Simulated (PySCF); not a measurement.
Numbering as in the mapped SMILES `[CH3:1][O:2][SiH2:3][S:4][C:5]1=[CH:6][CH2:7][CH2:8]1`. Each H is labelled by its parent atom.

Geometry: GFN2-xTB; GIAO absolute shieldings from PySCF, gas phase, non-relativistic, averaged over equivalent atoms.

At CAM-B3LYP/pcSseg-1 (200 basis functions, 38 s wall time on 1 thread of an AMD EPYC 9R14, shared host):
```
 atoms  σ (ppm)
    C5     33.7
    C6     49.1
    C1    131.2
    C8    148.2
    C7    155.3
    O2    346.1
   Si3    353.2
    S4    579.5
 H(C6)    26.10
H(Si3)    26.44
 H(C1)    27.87
 H(C8)    29.20
 H(C7)    29.27
```

Question: Predict the values at PBE0/pcSseg-1 on the same geometry.

Answer: 
```csv
atoms,σ at PBE0/pcSseg-1,change
C5,41.4,+7.7
C6,53.2,+4.1
C1,133.0,+1.8
C8,148.9,+0.7
C7,156.0,+0.7
O2,344.5,-1.6
Si3,359.3,+6.1
S4,586.6,+7.1
H(C6),26.03,-0.07
H(Si3),26.20,-0.24
H(C1),27.83,-0.04
H(C8),29.05,-0.15
H(C7),29.14,-0.13
```

The largest change is at C5 (fully substituted alkene carbon). Cost: 200 basis functions, 34 s wall time on 1 thread of an AMD EPYC 9R14, shared host. The order of the carbon signals is the same at both levels.
